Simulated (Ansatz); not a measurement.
`[Cl][SnH2][SeH]` + HCl → `[Cl][SnH2][Cl]` + H₂Se at 298.15 K and 1 bar (ligand exchange at the Sn–Se bond).

Calculated with Ansatz (gas phase, PBE0-D4/def2-TZVP geometries, no zero-point term in ΔE). CBS: MP2 limit from def2 TZ/QZ plus the TZ coupled-cluster correction, frozen cores. This one scheme is used for every species. def2 core potentials past Kr. For Se, Sn outer-core shells are correlated without core-valence functions, which leaves a few kJ/mol of doubt a bond. Scalar relativity is left out up to krypton. Each species was taken in one conformer, which may not be the lowest.

```json
{"species": "`[Cl][SnH2][SeH]`", "CCSD(T)/CBS energy (Eh)": "-3076.37402", "H − E (kJ/mol)": "78.6", "S (J/(mol·K))": "348.1"}
{"species": "HCl", "CCSD(T)/CBS energy (Eh)": "-460.38127", "H − E (kJ/mol)": "26.6", "S (J/(mol·K))": "186.8"}
{"species": "`[Cl][SnH2][Cl]`", "CCSD(T)/CBS energy (Eh)": "-1134.85982", "H − E (kJ/mol)": "58.0", "S (J/(mol·K))": "314.6"}
{"species": "H₂Se", "CCSD(T)/CBS energy (Eh)": "-2401.89790", "H − E (kJ/mol)": "45.8", "S (J/(mol·K))": "219.1"}
```

H − E and S are ideal-gas, rigid-rotor, harmonic terms from PBE0-D4/def2-TZVP, for one conformer and one mirror image of each species. 1 Eh = 2625.50 kJ/mol, R = 8.31446 J/(mol·K).

Task: By hand: ΔE, ΔH, ΔS and ΔG.

Result: ΔE = (-1134.85982) + (-2401.89790) − (-3076.37402) − (-460.38127) = -0.00243 Eh = -6.4 kJ/mol. Δ(H − E) = 58.0 + 45.8 − 78.6 − 26.6 = -1.4, so ΔH = -7.8 kJ/mol. ΔS = 314.6 + 219.1 − 348.1 − 186.8 = -1.2 J/(mol·K). ΔG = -7.8 − 298.15 × (-1.2)/1000 = -7.4 kJ/mol.

Task: By hand: the equilibrium constant, and the temperature at which ΔG would vanish if ΔH and ΔS stayed fixed.

Result: log₁₀ K = −ΔG/(RT ln 10) = 1.3. ΔG = 0 at ΔH/ΔS = 6500 K, far beyond where these terms or the molecules hold.

The number of gas molecules stays the same, so ΔS is small and ΔH decides. A doubt of 5 kJ/mol in ΔE shifts log₁₀ K by 0.9 here. Other conformers and mirror images would add mixing entropy, several J/(mol·K) or more a flexible species. These are equilibria of isolated gas molecules and say nothing of rates. Largest T1 diagnostic: 0.011 (customary marks: 0.02 for closed shells, 0.045 for open ones).
